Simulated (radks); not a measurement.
Polarisability of the aluminium ion Al3+, [Ne], at imaginary frequency. All-electron calculation, non-relativistic Kohn-Sham, PBE, spin-unpolarised, spherical densities, point nucleus. Program: a radial shooting solver on a logarithmic mesh with Libxc functionals. Response by self-consistent Sternheimer equations with the Hartree and adiabatic LDA kernel.

w (hartree),alpha1(iw) (bohr^3),alpha2(iw) (bohr^5)
0.00266,0.2834,0.2445
0.0143,0.2834,0.2445
0.0360,0.2834,0.2445
0.0697,0.2833,0.2444
0.118,0.2832,0.2443
0.186,0.2828,0.2440
0.280,0.2820,0.2434
0.413,0.2803,0.2421
0.605,0.2769,0.2394
0.892,0.2698,0.2338
1.35,0.2547,0.2218
2.12,0.2234,0.1968
3.59,0.1657,0.1491
6.94,0.08598,0.07914
17.5,0.02179,0.01973

Static values: alpha1 = 0.2834 bohr^3 (0.04200 angstrom^3; uncoupled 0.3189), alpha2 = 0.2445 bohr^5, alpha3 = 0.3640 bohr^7. C6 = 0.2650, C8 = 1.173, triple-dipole C9 = 0.05441 atomic units. One-pole (London) frequency 4 C6 / (3 alpha1^2) = 4.399 hartree, against 3.827 for minus the highest occupied eigenvalue.
